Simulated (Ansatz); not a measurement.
`BCO/C=N/C` and `C/N=C/O` differ in one atom or group.

Ansatz, PBE0-D4/def2-TZVP geometries, multiplicity 1. Each molecule was computed in one conformer, which needn't be the lowest.

```csv
property,`BCO/C=N/C`
size of the dipole moment (ωB97M-V/def2-TZVPP) / D,0.74
LUMO energy (PBE0/def2-TZVPP) / eV,-1.48
HOMO–LUMO gap (B3LYP/def2-TZVPP) / eV,5.50
HOMO energy (B3LYP/def2-TZVPP) / eV,-7.23
size of the dipole moment (PBE/def2-TZVPP) / D,0.70
LUMO energy (B3LYP/def2-TZVPP) / eV,-1.73
```

Task: What does the change do to each property? (An estimate is asked.)

Result: Computed: 
```
                                          property  `C/N=C/O`  shift
size of the dipole moment (ωB97M-V/def2-TZVPP) / D       0.77   0.03
                LUMO energy (PBE0/def2-TZVPP) / eV       0.56   2.04
             HOMO–LUMO gap (B3LYP/def2-TZVPP) / eV       7.67   2.17
               HOMO energy (B3LYP/def2-TZVPP) / eV      -7.41  -0.18
    size of the dipole moment (PBE/def2-TZVPP) / D       0.63  -0.07
               LUMO energy (B3LYP/def2-TZVPP) / eV       0.27   2.00
```

With PBE0 the HOMO falls by 0.17 eV and the LUMO rises by 2.04 eV, so the gap widens by about 2.21 eV. PBE moves the HOMO by -0.14 eV and ωB97M-V by -0.18 eV. Dipoles are sizes alone; their direction can turn.

B3LYP here is the variant with VWN-RPA as its local correlation; programs differ in this.
